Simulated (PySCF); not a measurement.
Compound: ZnI₄ (charge -2 and singlet state).
Structure used (PBE0-D3(BJ)/def2-SVP), in Å, numbered top down from 1:
```
atom  x, y, z in Å
I1    -1.116   -2.190   -1.118
Zn2    0.001   -0.007   -0.006
I3     2.607    0.088   -0.673
I4    -0.227   -0.133    2.672
I5    -1.231    2.208   -0.913
```

Theory: PySCF 2.14.0, PBE0-D3(BJ)/def2-SVP geometry optimisation, gas phase, def2 core potentials past Kr.

Q: Which atoms are bound to Zn2, and at what distances?

A: 4 atoms: I4 2.691 Å, I5 2.691 Å, I3 2.692 Å, I1 2.692 Å.

Q: List the angles at Zn2.

A: 
```
    angle  degrees  distance of the outer atoms (Å)
I1–Zn2–I5    109.8                             4.40
I1–Zn2–I4    109.7                             4.40
I4–Zn2–I5    109.6                             4.40
I3–Zn2–I5    109.3                             4.39
I3–Zn2–I4    109.3                             4.39
I1–Zn2–I3    109.1                             4.39
```

Q: What is the shape at Zn2?

A: Tetrahedral: angles from 109.1° to 109.8°; τ4 = (360° − α − β)/141° = 1.00 with α and β the two widest (0 for a square, 1 for a tetrahedron).

Q: What are the rotational constants (commonest isotopes, rigid rotor)?

A: A = 206.6, B = 206.3, C = 205.5 MHz: a spherical top.

Point group: Td (tolerance 0.08 Å). Charge -2, singlet. Whether so highly charged an anion holds all its electrons in the gas phase wasn't checked; a finite basis holds them in any case. No counter-ion or solvent screens the charge of this multiply charged ion. The geometry's basis has no diffuse functions, a weakness for an anion. Not checked by PBE0-D3(BJ)/def2-SVP frequencies.

Time: 40 s wall, 58 s CPU; peak memory 0.71 GiB. Hardware: 2 threads of an Arm Neoverse V2, no GPU, shared host with 32 logical CPUs at a one-minute load of 20. That covers the optimisation of the geometry.
